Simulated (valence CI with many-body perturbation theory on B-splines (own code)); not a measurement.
# Eu¹³⁺: key properties

Method: valence CI with perturbative core correlation (CI+MBPT): four valence electrons over a frozen Dirac-Fock core [Kr] 4d10, a basis of 8 s, 8 p, 9 d, 9 f, 6 g, 3 h, 2 i functions for each j, with the one-electron correlation potential Σ1 (screened to all orders), the two-electron term Σ2, the three-electron term Σ3, Breit, model QED; selected single and double excitations, second order for the rest (own B-spline code, finite nucleus).

No measured spectrum was set against this ion. As an estimate, terms of the open shell hold to a few per cent of their energy, and close levels can change places; configurations with another count of f electrons can be misplaced by thousands of cm⁻¹. Core correlation moves these levels by up to 37000 cm⁻¹, and in measured spectra 5 to 20 % of such shifts remained as error; rates that hang on mixing are uncertain with them.

Names give the largest LS component (configuration and term), which can be under half, so a name can repeat, a term be missing and a line seem to break the LS rules; names also repeat where a configuration has a term twice.

Rates and lifetimes use the calculated energies. Strong lines usually hold to 10 to 20 %, long lifetimes can be off by a factor of two.

Problem. What is the ground level?

Solution. 4f²5s² ³H_4, composition 93 % 4f²5s² ³H + 5 % 4f²5s² ¹G, g = 0.809.

Problem. How well does LS coupling describe the low levels?

Solution. Among the lowest 20 levels the leading LS term, summed over configurations, holds 92 % on average. For single configurations the figures are 91 % in LS and 71 % in jj coupling. Terms mix most in the J = 4 level at 2.618 eV, where the leading one holds 53 %.

Problem. Where does the other parity begin?

Solution. At 4f³5s ⁵I°_4, 2.783 eV.

Problem. How is the term ³H of the ground level split?

Solution. J = 4 at 0.0000, J = 5 at 0.7031, J = 6 at 1.398 eV.

Problem. What are the static dipole polarisabilities of the lowest levels?

Solution. 4f²5s² ³H_4 1.29 (tensor 0.026); 4f²5s² ³H_5 1.29 (tensor 0.028); 4f²5s² ³F_2 1.29 (tensor -0.0089) bohr³, of which the core gives 0.219.
